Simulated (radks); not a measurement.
Results of a calculation; reference values are marked as such.
Problem. These are the eigenvalues of the occupied orbitals of an atom or ion with whole-number occupations (eV). Level of theory: scalar-relativistic Kohn-Sham, r2SCAN, spin-polarised, spherical densities, finite nucleus; meta-GGA in the generalised Kohn-Sham scheme; Fermi nuclear charge, rms radius of each element as measured or else 0.836 A^(1/3) + 0.57 fm (a radial shooting solver on a logarithmic mesh with Libxc functionals).

1s: -11012.44
2s: -1404.048
2p: -1227.472
3s: -193.6165
3p: -138.9565
3d: -49.9964
4s: -29.5471

Which element is it, and in what charge state? The configuration may be excited. Open shells, if any, are filled with parallel spins first.

Solution. Z = 32, germanium, charge +2: Ge2+ in [Ar] 3d10 4s2. The list shows which subshells hold electrons but not how many an open one holds; the 1s level, -404.7 hartree, gives Z - s = 28.4 by -(Z - s)^2/2, which with screening and relativity narrows Z to a few neighbours, and the depths of the outer levels then fix element, charge and occupations together.
